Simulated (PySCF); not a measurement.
SMILES [SiH3][O][GeH]([O][SiH3])[O][SiH3] (H10GeO3Si3), GFN2-xTB optimised geometry.

```
17

Ge    -0.48     0.95    -0.03
O      0.85    -0.13     0.00
Si     1.14    -1.74     0.00
O     -1.48     0.64     1.33
Si    -2.23    -0.55     2.15
O     -1.40     0.68    -1.45
Si    -2.09    -0.49    -2.35
H     -0.01     2.35     0.01
H      2.61    -1.74     0.00
H      0.57    -2.35     1.20
H      0.57    -2.35    -1.20
H     -1.30    -1.01     3.18
H     -3.40     0.14     2.69
H     -2.61    -1.67     1.27
H     -2.54    -1.62    -1.52
H     -1.08    -0.94    -3.31
H     -3.20     0.22    -2.97
```

Density from PBE0/def2-SVP run with PySCF at that geometry.

Minimum of the electron density along straight lines between bonded atoms, close to the bond critical point (lines longer than 1.1 times the sum of covalent radii, or with two minima, are not listed):

| bond | length / Å | ρ at the minimum / e bohr⁻³ | ∇²ρ there / e bohr⁻⁵ | position (fraction from the first atom) |
|---|---|---|---|---|
| Ge1–O2 | 1.714 | 0.154 | 0.89 | 0.47 |
| O2–Si3 | 1.631 | 0.125 | 1.04 | 0.59 |
| Ge1–O4 | 1.710 | 0.155 | 0.92 | 0.47 |
| O4–Si5 | 1.631 | 0.124 | 1.05 | 0.59 |
| Ge1–O6 | 1.710 | 0.155 | 0.92 | 0.47 |
| O6–Si7 | 1.631 | 0.124 | 1.05 | 0.59 |
| Ge1–H8 | 1.483 | 0.150 | 0.05 | 0.59 |
| Si3–H9 | 1.461 | 0.120 | 0.33 | 0.49 |
| Si3–H10 | 1.467 | 0.118 | 0.31 | 0.49 |
| Si3–H11 | 1.467 | 0.118 | 0.31 | 0.49 |
| Si5–H12 | 1.465 | 0.119 | 0.32 | 0.49 |
| Si5–H13 | 1.461 | 0.120 | 0.33 | 0.49 |
| Si5–H14 | 1.467 | 0.118 | 0.31 | 0.49 |
| Si7–H15 | 1.467 | 0.118 | 0.31 | 0.49 |
| Si7–H16 | 1.465 | 0.119 | 0.32 | 0.49 |
| Si7–H17 | 1.461 | 0.120 | 0.33 | 0.49 |
